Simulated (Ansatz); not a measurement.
Molecule: YF2 (charge +1, singlet). 
Geometry from a B3LYP-D3(BJ)/def2-TZVP (Ansatz, a quantum-chemistry and plane-wave program) optimisation:
```
Y
F 1 1.9202
F 1 1.9202 2 111.88
```
Charge +1, spin multiplicity 1.

Basis-set convergence of Hartree-Fock and MP2 correlation energies (hartree) with Ansatz. Correlated levels leave the core frozen unless marked. No spin-orbit coupling. The frozen core is the preceding noble-gas configuration, with the filled d and f shells of earlier blocks. In def2 rows, elements after Kr have scalar-relativistic effective core potentials.

| basis | functions | E(HF) | E(corr, MP2) |
|---|---|---|---|
| def2-SVP | 59 | -236.52413 | -0.43218 |
| def2-TZVPP | 118 | -236.78619 | -0.56538 |
| def2-QZVPP | 195 | -236.80191 | -0.61672 |

Extrapolating the two largest sets (X = 3 and 4) as X^-3: E(corr) = (64·(-0.61672) - 27·(-0.56538))/37 = -0.6542 Eh, an estimate of the basis-set limit. The largest set recovers 94.3 % of it, the smallest 66.1 %.
